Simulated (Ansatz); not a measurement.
System: dibromo(dichloro)methane, CBr2Cl2, net charge 0, singlet state. 
Geometry from a B3LYP-D3(BJ)/def2-TZVP (Ansatz, a first-principles code) optimisation:
```
C
Cl 1 1.7707
Cl 1 1.7707 2 109.89
Br 1 1.9628 2 109.45 3 120.22
Br 1 1.9628 2 109.45 3 -120.22
```
Charge 0, spin multiplicity 1.

Computed values are from Ansatz. Cores are frozen in the correlated levels unless marked. Open shells are spin-unrestricted. Spin-orbit coupling is left out. Frozen are the shells of the preceding noble gas and the d and f shells that filled before the atom's block. Non-relativistic. CBS marks a two-point X^-3 extrapolation of the correlation energy; Hartree-Fock from the larger set. [CCSD(T)-MP2]/basis is that difference in the basis named.

What is the dipole moment at CCSD(T)/def2-SVPD?

0.16 D.

What is the vertical electron affinity (to the doublet; negative means unbound) at RI-MP2/CBS(def2-TZVPPD,def2-QZVPPD)+[CCSD(T)-MP2]/def2-TZVPPD?

0.61 eV.

What is the vertical triplet-singlet gap at CCSD(T)/CBS(def2-TZVPPD,def2-QZVPPD)?

4.60 eV.

What is the T1 diagnostic at CCSD/def2-QZVPPD?

0.010.

What is the atomisation energy De at CCSD(T)/CBS(def2-TZVPPD,def2-QZVPPD)?

1203.2 kJ/mol.
